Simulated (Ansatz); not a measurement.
Al₂BBrClH₃ (`[AlH2][BH][Al]([Cl])[Br]`) at its PBE0-D4/def2-TZVP geometry, where that method's forces vanish. Charge 0, multiplicity 1.

```xyz
8

Al    1.6980   -0.5253    0.8036
B    -0.3216    0.0535    0.7325
Al   -1.4133    0.5099   -0.9928
Cl   -1.4787    2.4466   -1.7902
Br   -2.4689   -1.1290   -2.1278
H     2.8343    0.5795    0.9382
H     2.0923   -2.0607    0.6759
H    -0.9422    0.1256    1.7605
```

(1) What forces (eV/Å) does PBE-D4/def2-TZVPP give on these atoms in Ansatz 0.2.0? (Best estimate.)

Answers

(1) Computed: 
```
Al1 -0.157  0.043 -0.006
B2   0.110 -0.027 -0.070
Al3  0.087 -0.056  0.176
Cl4  0.002  0.246 -0.093
Br5 -0.101 -0.180 -0.108
H6   0.094  0.083  0.008
H7   0.039 -0.119 -0.013
H8  -0.074  0.010  0.106
```
